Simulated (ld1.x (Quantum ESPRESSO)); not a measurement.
Ranking TM potentials for chlorine

All share these settings but for the change named:

ld1.x (Quantum ESPRESSO) 7.5 input, shortened:

```
&input
   title='Cl', zed=17., rel=2, dft='PBE', iswitch=3,
   config='[Ne] 3s2 3p5', rel_dist='average'
 /
 &inputp
   pseudotype=2, tm=.true., lloc=1,
   nlcc=.true., new_core_ps=.true.
 /
2
3S  1  0   2.00   0.00  1.25  1.25  0.0
3P  2  1   5.00   0.00  1.35  1.35  0.0
 &test
   configts(1)='3s2 3p5'
 /
```

Open shells are filled in proportion to 2j + 1 (rel_dist='average').

Cutoff: the first of the cutoffs (Ry, on a coarse ladder) from which the occupation-weighted sum of valence levels, in a spherical-Bessel basis at the reference potential, stays within 10 and 1 mRy of its value at 400 Ry; the density cutoff is not measured.

The base gives 50 Ry.

Of 10 variants that were run, those that failed, showed a ghost or another fault, or gave nearly equal values are left out.

A variant can come out equal or close to the base.

Q: Rank these variants from softest to hardest (loose cutoff).
A. reference 3s1 3p6
B. type ultrasoft; waves now 3s (bound): rcut 1.10, rcutus 1.25 bohr; 3s channel at -0.55 Ry: rcut 1.10, rcutus 1.25 bohr; 3p (bound): rcut 1.15, rcutus 1.35 bohr; 3p channel at 2.25 Ry: rcut 1.15, rcutus 1.35 bohr; local potential all-electron potential smoothed inside 0.95 bohr (lloc = -1); augmentation PSQ, inside the norm-conserving radii
C. functional PBEsol
D. wave 3p (bound): rc 1.35 bohr becomes 3p (bound): rc 0.98 bohr
E. wave 3s (bound): rc 1.25 bohr becomes 3s (bound): rc 1.56 bohr

A: B (25 Ry), A (35 Ry), E (40 Ry), C (50 Ry), D (120 Ry).
